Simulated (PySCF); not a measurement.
SMILES [SiH3]CC[Si](Cl)(Cl)Cl (C2H7Cl3Si2) (PBE0/def2-SVP optimised geometry):

```
14

Si     2.289    -0.960    -0.006
C      0.397    -0.962    -0.003
C     -0.224     0.439     0.000
Si    -2.085     0.439     0.000
Cl    -2.810     2.361     0.000
Cl    -2.803    -0.531    -1.665
Cl    -2.805    -0.531     1.664
H      2.810    -2.361    -0.014
H      2.802    -0.255     1.210
H      2.798    -0.243    -1.216
H      0.057    -1.534     0.878
H      0.055    -1.531    -0.884
H      0.092     1.022     0.883
H      0.091     1.025    -0.882
```

Computed with PBE0/def2-TZVP (PySCF).

### Question
What are the frontier orbital energies and the dipole moment?

### Answer
HOMO-2 -9.50 eV, HOMO-1 -9.20 eV, HOMO -8.48 eV, LUMO -0.03 eV, LUMO+1 0.22 eV; dipole moment 1.46 D.

On the same geometry PBE/def2-TZVP run with PySCF gives HOMO-2 -8.08 eV, HOMO-1 -7.78 eV, HOMO -7.25 eV, LUMO -1.03 eV, LUMO+1 -0.63 eV; dipole moment 1.36 D.

Meta-Löwdin charges at PBE0/def2-TZVP: Si1 0.47, C2 -0.43, C3 -0.46, Si4 0.98, Cl5 -0.27, Cl6 -0.28, Cl7 -0.28, H8 -0.09, H9 -0.09, H10 -0.09, H11 0.13, H12 0.13, H13 0.14, H14 0.14.
